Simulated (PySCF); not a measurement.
²⁹Si chemical shifts

Equivalent nuclei averaged, non-relativistic, one conformer, isolated molecule. NMR shieldings at PBE0/pcSseg-1/GIAO; coordinates at the GFN2-xTB level; PySCF 2.14.

Shieldings were converted by a linear fit to measured shifts: ²⁹Si: δ = 279.94 − 0.822σ (rms 8.9 ppm, 72 shifts, 25.8 ppm with the 6 outliers that the fit left out vs TMS, solution or neat liquid). A few per cent of atoms miss by over 2 rms, more outside the fitted compound classes.

**Question.** Give the ²⁹Si shifts of `C[Si@@H]1C[C@](F)(C=O)[SiH2]1`, `O=C[SiH2]C/C=C(/F)[SiH3]`, `[H]/N=C\C/C=C\[SiH2]Cl`, `O=C/C=C(\F)[SiH2]C[SiH3]`, `FC(F)[SiH2][Si@@]1([SiH3])[SiH2]CS1`, `CC[C@@H]1[SiH2][Si@@H](Cl)[C@@H]1F`, `C=C[SiH2][C@@H](F)[SiH2]CCl`, `C=C[SiH2][SiH2][C@@H](Cl)CF`, `C[Si@@H]1CC(=O)[C@H](F)[SiH2]1`.

**Answer.** 
```
                                                          compound                                                environment  δ (ppm)
      [CH3:1][Si@@H:2]1[CH2:3][C@:4]([F:5])([CH:6]=[O:7])[SiH2:8]1    Si8: silicon bonded to C, Si, 2 H, in a 4-membered ring    -30.4
      [CH3:1][Si@@H:2]1[CH2:3][C@:4]([F:5])([CH:6]=[O:7])[SiH2:8]1    Si2: silicon bonded to 2 C, Si, H, in a 4-membered ring    -40.2
          [O:1]=[CH:2][SiH2:3][CH2:4]/[CH:5]=[C:6](/[F:7])[SiH3:8]                            Si3: silicon bonded to 2 C, 2 H    -53.7
          [O:1]=[CH:2][SiH2:3][CH2:4]/[CH:5]=[C:6](/[F:7])[SiH3:8]                              Si8: silicon bonded to C, 3 H    -77.4
                                            [H]/N=C\C/C=C\[SiH2]Cl                               silicon bonded to C, Cl, 2 H    -34.2
          [O:1]=[CH:2]/[CH:3]=[C:4](\[F:5])[SiH2:6][CH2:7][SiH3:8]                            Si6: silicon bonded to 2 C, 2 H    -42.6
          [O:1]=[CH:2]/[CH:3]=[C:4](\[F:5])[SiH2:6][CH2:7][SiH3:8]                              Si8: silicon bonded to C, 3 H    -67.8
[F:1][CH:2]([F:3])[SiH2:4][Si@@:5]1([SiH3:6])[SiH2:7][CH2:8][S:9]1       Si5: silicon bonded to S, 3 Si, in a 4-membered ring    -19.9
[F:1][CH:2]([F:3])[SiH2:4][Si@@:5]1([SiH3:6])[SiH2:7][CH2:8][S:9]1    Si7: silicon bonded to C, Si, 2 H, in a 4-membered ring    -35.0
[F:1][CH:2]([F:3])[SiH2:4][Si@@:5]1([SiH3:6])[SiH2:7][CH2:8][S:9]1                          Si4: silicon bonded to C, Si, 2 H    -64.5
[F:1][CH:2]([F:3])[SiH2:4][Si@@:5]1([SiH3:6])[SiH2:7][CH2:8][S:9]1                             Si6: silicon bonded to Si, 3 H    -85.2
    [CH3:1][CH2:2][C@@H:3]1[SiH2:4][Si@@H:5]([Cl:6])[C@@H:7]1[F:8]  Si5: silicon bonded to C, Cl, Si, H, in a 4-membered ring      6.3
    [CH3:1][CH2:2][C@@H:3]1[SiH2:4][Si@@H:5]([Cl:6])[C@@H:7]1[F:8]    Si4: silicon bonded to C, Si, 2 H, in a 4-membered ring    -43.5
        [CH2:1]=[CH:2][SiH2:3][C@@H:4]([F:5])[SiH2:6][CH2:7][Cl:8]                            Si6: silicon bonded to 2 C, 2 H    -36.8
        [CH2:1]=[CH:2][SiH2:3][C@@H:4]([F:5])[SiH2:6][CH2:7][Cl:8]                            Si3: silicon bonded to 2 C, 2 H    -45.2
        [CH2:1]=[CH:2][SiH2:3][SiH2:4][C@@H:5]([Cl:6])[CH2:7][F:8]                          Si4: silicon bonded to C, Si, 2 H    -53.7
        [CH2:1]=[CH:2][SiH2:3][SiH2:4][C@@H:5]([Cl:6])[CH2:7][F:8]                          Si3: silicon bonded to C, Si, 2 H    -73.1
      [CH3:1][Si@@H:2]1[CH2:3][C:4](=[O:5])[C@H:6]([F:7])[SiH2:8]1    Si2: silicon bonded to 2 C, Si, H, in a 5-membered ring    -39.6
      [CH3:1][Si@@H:2]1[CH2:3][C:4](=[O:5])[C@H:6]([F:7])[SiH2:8]1    Si8: silicon bonded to C, Si, 2 H, in a 5-membered ring    -68.8
```
